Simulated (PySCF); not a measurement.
## Telling isomers of C11H8O apart by NMR

Equivalent nuclei averaged, non-relativistic Hamiltonian, gas phase, one computed conformer. GIAO PBE0/pcSseg-1 shieldings; structure optimised with GFN2-xTB; PySCF 2.14.

Referencing at the same level of theory: 1H, 13C vs TMS. Where no couplings were computed, multiplicities follow the n + 1 count of equivalent neighbours, and m marks all less simple cases (inequivalent or close neighbours, rings, F or P nearby). Shifts are as computed. Against solution values, carbons near 30 ppm lie about +3 ppm off and those near 130 ppm about +5 ppm. Of 1211 compounds with measured shifts, 218 miss one by over three times the rms of a fit or turn the order of signals round; such compounds aren't used in these exercises.

(1) Tabulate the signals of `CC#C/C=C/C#Cc1ccco1`, `C#CC#Cc1cccc(OC)c1` and their relative energies.

(2) What is the quickest way to tell CC#C/C=C/C#Cc1ccco1 from C#CC#Cc1cccc(OC)c1?

## Answers

(1) 
```tsv
SMILES	carbon types	δC	δH	E rel. (kcal/mol)
CC#C/C=C/C#Cc1ccco1	5×C 5×CH 1×CH3	149.3, 143.1, 128.8, 126.9, 126.1, 118.7, 106.1, 104.7, 96.4, 86.6, 6.4	7.52 (m, 1H), 7.00 (m, 1H), 6.70 (m, 1H), 6.40 (m, 1H), 6.25 (m, 1H), 2.28 (s, 3H)	13.1
C#CC#Cc1cccc(OC)c1	5×C 5×CH 1×CH3	166.6, 135.1, 133.1, 126.4, 126.0, 118.1, 85.0, 80.5, 79.8, 73.9, 55.6	7.56 (m, 1H), 7.53 (m, 1H), 7.29 (d, 1H), 7.02 (s, 1H), 3.94 (s, 3H), 1.94 (s, 1H)	0.0
```

Energies are electronic energies at PBE0/pcSseg-1 on these geometries, without zero-point or thermal terms, each for the one conformer computed, which needn't be the lowest.

(2) Both give the same number of carbon signals, with the same numbers of each carbon type, so the positions decide. The first has a propargylic methyl carbon (CH3) at 6.4 ppm, the second a methyl carbon bonded to O (CH3) at 55.6 ppm. Their most deshielded carbons lie at 149.3 and 166.6 ppm.
